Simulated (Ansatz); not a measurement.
Reaction (redistribution): `C#[C][GeH2][SbH2]` + `C#C[SiH](C)Cl` → `C[SiH](Cl)[SbH2]` + `C#[C][GeH2][C]#C`

Computed with Ansatz on PBE0-D4/def2-TZVP structures; ΔE is electronic, products minus reactants. CCSD(T)/CBS is the MP2 limit (def2-TZVPP, def2-QZVPP) plus CCSD(T) − MP2 in def2-TZVPP, frozen cores. Functionals use def2-TZVPP. B3LYP here is the variant with VWN-RPA as its local correlation; programs differ in this. HSE06 is defined as in plane-wave codes. def2 core potentials past Kr. For Ge, Sb outer-core shells are correlated without core-valence functions, which leaves a few kJ/mol of doubt a bond. Scalar relativity is left out up to krypton.

```json
{"level": "LDA (SPW92)", "ΔE (kJ/mol)": "44.7", "difference from CCSD(T)/CBS": "2.4"}
{"level": "PBE-D4", "ΔE (kJ/mol)": "44.2", "difference from CCSD(T)/CBS": "1.9"}
{"level": "revPBE-D4", "ΔE (kJ/mol)": "43.6", "difference from CCSD(T)/CBS": "1.3"}
{"level": "r2SCAN-D4", "ΔE (kJ/mol)": "47.7", "difference from CCSD(T)/CBS": "5.4"}
{"level": "B97M-V", "ΔE (kJ/mol)": "45.3", "difference from CCSD(T)/CBS": "3.0"}
{"level": "PBE0-D4", "ΔE (kJ/mol)": "43.6", "difference from CCSD(T)/CBS": "1.3"}
{"level": "B3LYP-D4", "ΔE (kJ/mol)": "48.1", "difference from CCSD(T)/CBS": "5.8"}
{"level": "r2SCANh-D4", "ΔE (kJ/mol)": "47.2", "difference from CCSD(T)/CBS": "4.9"}
{"level": "r2SCAN0-D4", "ΔE (kJ/mol)": "46.6", "difference from CCSD(T)/CBS": "4.3"}
{"level": "HSE06-D4", "ΔE (kJ/mol)": "43.8", "difference from CCSD(T)/CBS": "1.5"}
{"level": "BHLYP-D4", "ΔE (kJ/mol)": "47.2", "difference from CCSD(T)/CBS": "4.9"}
{"level": "CAM-B3LYP-D4", "ΔE (kJ/mol)": "46.2", "difference from CCSD(T)/CBS": "3.9"}
{"level": "ωB97M-V", "ΔE (kJ/mol)": "44.7", "difference from CCSD(T)/CBS": "2.4"}
{"level": "B2PLYP", "ΔE (kJ/mol)": "46.2", "difference from CCSD(T)/CBS": "3.9"}
{"level": "PBE-QIDH", "ΔE (kJ/mol)": "42.0", "difference from CCSD(T)/CBS": "-0.3"}
{"level": "revPBE", "ΔE (kJ/mol)": "44.8", "difference from CCSD(T)/CBS": "2.5"}
{"level": "BLYP", "ΔE (kJ/mol)": "50.7", "difference from CCSD(T)/CBS": "8.4"}
{"level": "r2SCAN", "ΔE (kJ/mol)": "47.8", "difference from CCSD(T)/CBS": "5.5"}
{"level": "PBE0", "ΔE (kJ/mol)": "44.4", "difference from CCSD(T)/CBS": "2.1"}
{"level": "B3LYP", "ΔE (kJ/mol)": "49.7", "difference from CCSD(T)/CBS": "7.4"}
{"level": "r2SCANh", "ΔE (kJ/mol)": "47.4", "difference from CCSD(T)/CBS": "5.1"}
{"level": "r2SCAN0", "ΔE (kJ/mol)": "46.8", "difference from CCSD(T)/CBS": "4.5"}
{"level": "HSE06", "ΔE (kJ/mol)": "44.6", "difference from CCSD(T)/CBS": "2.3"}
{"level": "BHLYP", "ΔE (kJ/mol)": "48.8", "difference from CCSD(T)/CBS": "6.5"}
{"level": "CAM-B3LYP", "ΔE (kJ/mol)": "47.1", "difference from CCSD(T)/CBS": "4.8"}
{"level": "LC-ωPBE", "ΔE (kJ/mol)": "39.6", "difference from CCSD(T)/CBS": "-2.7"}
{"level": "RPA@PBE/def2-TZVPP", "ΔE (kJ/mol)": "37.9", "difference from CCSD(T)/CBS": "-4.4"}
{"level": "HF/def2-SVP", "ΔE (kJ/mol)": "44.7", "difference from CCSD(T)/CBS": "2.4"}
{"level": "MP2/def2-SVP", "ΔE (kJ/mol)": "44.1", "difference from CCSD(T)/CBS": "1.8"}
{"level": "CCSD/def2-SVP", "ΔE (kJ/mol)": "43.2", "difference from CCSD(T)/CBS": "0.9"}
{"level": "CCSD(T)/def2-SVP", "ΔE (kJ/mol)": "43.0", "difference from CCSD(T)/CBS": "0.7"}
{"level": "HF/def2-TZVPP", "ΔE (kJ/mol)": "45.6", "difference from CCSD(T)/CBS": "3.3"}
{"level": "SCS-MP2/def2-TZVPP", "ΔE (kJ/mol)": "40.5", "difference from CCSD(T)/CBS": "-1.8"}
{"level": "CCSD(T)/def2-TZVPP", "ΔE (kJ/mol)": "39.6", "difference from CCSD(T)/CBS": "-2.7"}
{"level": "HF/def2-QZVPP", "ΔE (kJ/mol)": "46.2", "difference from CCSD(T)/CBS": "3.9"}
{"level": "MP2/def2-QZVPP", "ΔE (kJ/mol)": "42.6", "difference from CCSD(T)/CBS": "0.3"}
{"level": "SCS-MP2/def2-QZVPP", "ΔE (kJ/mol)": "41.8", "difference from CCSD(T)/CBS": "-0.5"}
{"level": "HF/CBS(def2)", "ΔE (kJ/mol)": "46.3", "difference from CCSD(T)/CBS": "4.0"}
{"level": "MP2/CBS(def2)", "ΔE (kJ/mol)": "43.6", "difference from CCSD(T)/CBS": "1.3"}
{"level": "CCSD/CBS(def2)", "ΔE (kJ/mol)": "42.8", "difference from CCSD(T)/CBS": "0.5"}
{"level": "CCSD(T)/CBS", "ΔE (kJ/mol)": "42.3", "difference from CCSD(T)/CBS": "0"}
```

Largest T1 diagnostic among the species: 0.013.

Leaving LDA and LC-ωPBE aside and taking each functional with its dispersion term where it has one, the values, not all of them listed here, spread over 7.3 kJ/mol, from ωB97X-V to BLYP-D4. In def2-TZVPP, CCSD(T) changes the Hartree–Fock value by −5.9 kJ/mol (the triples alone add −0.5 kJ/mol) and MP2 by −4.7 kJ/mol.
